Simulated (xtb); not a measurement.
Si(Me)2 (C2H6Si), SMILES C[Si]C (connectivity only; charge and spin as stated), neutral, multiplicity 1. All values are semi-empirical tight-binding results from xtb (GFN2-xTB unless named), good for trends rather than for accurate numbers. Coordinates come from a GFN2-xTB optimisation. The isomer is the one that the SMILES or the coordinates give; other isomers of the formula were not compared.

Optimised geometry:

```xyz
9

Si    -0.0285     0.0161     0.7447
C      0.6199     1.3311    -0.5073
H      0.0853     2.2715    -0.3803
H      0.5236     1.0350    -1.5532
H      1.6715     1.5450    -0.3210
C     -0.5842    -1.3571    -0.4840
H      0.2514    -1.7078    -1.0911
H     -1.3528    -0.9911    -1.1660
H     -0.9948    -2.2223     0.0337
```
Charge 0, spin multiplicity 1.

The geometry has at least one imaginary mode, so it is a saddle point at that level.

```json
{
 "point_group_as_xtb_finds_it": "Cs",
 "orbital_gap": "2.38 eV",
 "dipole_moment": "0.86 D",
 "static polarisability (D4 model)": "59.4 bohr³",
 "solvation energy, GFN2-xTB/ALPB(water)": "1.3 kcal/mol",
 "solvation energy, GFN2-xTB/ALPB(toluene)": "-1.7 kcal/mol"
}
```

Q: Give the atomic charges and the Wiberg bond orders between heavy atoms. (The exact figures need the calculation; the answer reports its results.)

A: charges (e) Si1 0.33, C2 -0.20, H3 0.00, H4 0.02, H5 0.00, C6 -0.20, H7 0.02, H8 0.02, H9 0.00. Bond orders Si1–C2 0.96, Si1–C6 0.97.
